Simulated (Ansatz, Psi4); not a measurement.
BClF2 (SMILES FB(F)Cl): the vertical ionisation energy from total energies

BClF2: 4 atoms, total charge 0, spin state singlet. As SMILES, `FB(F)Cl`. Geometry: relaxed at PBE0-D4/def2-TZVP.

Both states at this one shape; open shells run unrestricted unless said. 1 Eh = 27.2114 eV.

| level | program | singlet BClF2 (Eh) | doublet [BClF2]+ (Eh) |
| --- | --- | --- | --- |
| PBE0/STO-3G | Ansatz | -676.361639 | -675.959786 |
| wB97M-V/aug-cc-pVDZ | Psi4 | -684.854609 | -684.379264 |
| B2PLYP/aug-cc-pVDZ, 8 core orbitals frozen | Ansatz | -684.627394 | -684.155856 |
| CCSD(T)/aug-cc-pVDZ, 8 core orbitals frozen | Ansatz | -683.916863 | -683.448896 |

Problem. Work out the vertical ionisation energy at each level.

Solution. 
1. PBE0/STO-3G: -675.959786 − (-676.361639) = 0.401853 Eh = 10.93 eV.
2. wB97M-V/aug-cc-pVDZ: -684.379264 − (-684.854609) = 0.475345 Eh = 12.93 eV.
3. B2PLYP/aug-cc-pVDZ: -684.155856 − (-684.627394) = 0.471538 Eh = 12.83 eV.
4. CCSD(T)/aug-cc-pVDZ: -683.448896 − (-683.916863) = 0.467967 Eh = 12.73 eV.

No measured value is set beside it here; the levels span 10.93 to 12.93 eV. Minimal sets are far from the basis-set limit.
